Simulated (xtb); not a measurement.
C2H7FO2Si, SMILES F[Si@@H]([C@H](O)C)O. All values are semi-empirical tight-binding results from xtb (GFN2-xTB unless named), good for trends rather than for accurate numbers. Geometry: GFN2-xTB. The structure was generated by enumeration; whether it is a known compound was not checked. One conformer was computed; it need not be the lowest.

Q: Estimate the properties. (Estimate from the structure and the level; the computed values follow.)

A: 
The orbital gap is 5.91 eV, the dipole moment is 2.42 D and the zero-point energy is 58.4 kcal/mol. The G − E(el) at 298.15 K (modified RRHO) is 37.7 kcal/mol and the static polarisability (D4 model) is 67.9 bohr³. The solvation energy, GFN2-xTB/ALPB(water) comes out as -8.5 kcal/mol and the solvation energy, GFN2-xTB/ALPB(toluene) is -4.0 kcal/mol.
